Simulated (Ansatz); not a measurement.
One change: `C[N](C)[In]([NH2])[NH2]` becomes `C[N](C)[In]([NH2])[OH]`.

Ansatz, PBE0-D4/def2-TZVP geometries, multiplicity 1. Each molecule was computed in one conformer, which needn't be the lowest.

Elements past krypton have def2 core potentials.

```csv
property,`C[N](C)[In]([NH2])[NH2]`
HOMO energy (B3LYP/def2-TZVPP) / eV,-5.55
LUMO energy (PBE/def2-TZVPP) / eV,-1.52
LUMO energy (B3LYP/def2-TZVPP) / eV,-0.97
LUMO energy (PBE0/def2-TZVPP) / eV,-0.64
HOMO–LUMO gap (PBE/def2-TZVPP) / eV,2.96
HOMO energy (PBE0/def2-TZVPP) / eV,-5.74
```

Give the same properties after the change, and the shifts. (An estimate is asked.)

The calculation gave: 
| property | `C[N](C)[In]([NH2])[OH]` | shift |
| --- | --- | --- |
| HOMO energy (B3LYP/def2-TZVPP) / eV | -5.83 | -0.28 |
| LUMO energy (PBE/def2-TZVPP) / eV | -1.91 | -0.39 |
| LUMO energy (B3LYP/def2-TZVPP) / eV | -1.35 | -0.38 |
| LUMO energy (PBE0/def2-TZVPP) / eV | -1.02 | -0.38 |
| HOMO–LUMO gap (PBE/def2-TZVPP) / eV | 2.84 | -0.12 |
| HOMO energy (PBE0/def2-TZVPP) / eV | -6.02 | -0.28 |

With PBE0 the HOMO falls by 0.28 eV and the LUMO falls by 0.38 eV, so the gap narrows by about 0.10 eV. PBE moves the HOMO by -0.27 eV and ωB97M-V by -0.28 eV. The zero-point energy changes by -31.1 kJ/mol with -3 modes.

B3LYP here is the variant with VWN-RPA as its local correlation; programs differ in this.
